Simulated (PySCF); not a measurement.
# Potential energy of BiO along the bond

Set-up: Bi x2c-TZVPPall, O x2c-TZVPPall; spin-free X2C with a Gaussian nucleus (PySCF 2.14). Energies in eV from Bi + O in their ground configurations at the same level. State: doublet, unpaired electrons π ↑, a mixture of terms (⟨Lz²⟩ = 1.4).

All columns are PBE0. A positive dipole means Bi(−)O(+).

| R (Å) | E (eV) | μ (D) | Mulliken charge on Bi (basis-dependent) | HOMO (eV) | LUMO (eV) | Mayer bond order | ⟨S²⟩ |
| --- | --- | --- | --- | --- | --- | --- | --- |
| 1.635 | -1.445 | -2.72 | 0.61 | -4.82 | -2.89 | 1.89 | 0.75 |
| 1.711 | -2.509 | -3.15 | 0.59 | -5.00 | -3.07 | 1.92 | 0.75 |
| 1.787 | -3.084 | -3.54 | 0.58 | -5.18 | -3.25 | 1.94 | 0.75 |
| 1.844 | -3.284 | -3.81 | 0.58 | -5.32 | -3.38 | 1.96 | 0.75 |
| 1.901 | -3.335 | -4.07 | 0.57 | -5.45 | -3.51 | 1.98 | 0.76 |
| 1.958 | -3.275 | -4.28 | 0.57 | -5.57 | -3.61 | 1.98 | 0.78 |
| 2.034 | -3.098 | -4.20 | 0.53 | -5.74 | -3.47 | 1.78 | 1.02 |
| 2.129 | -2.830 | -4.04 | 0.48 | -5.91 | -3.24 | 1.50 | 1.30 |
| 2.243 | -2.482 | -3.99 | 0.45 | -6.09 | -3.17 | 1.24 | 1.50 |
| 2.395 | -2.012 | -4.08 | 0.42 | -6.28 | -3.17 | 1.03 | 1.67 |

⟨S²⟩ of the unrestricted solution departs from its pure value on part of the curve, where spin states mix. Spin–orbit coupling is left out, which matters for elements this heavy, above all for dissociation energies. The state is the lowest determinant that a PBE0 search found; another state may lie lower at other levels.
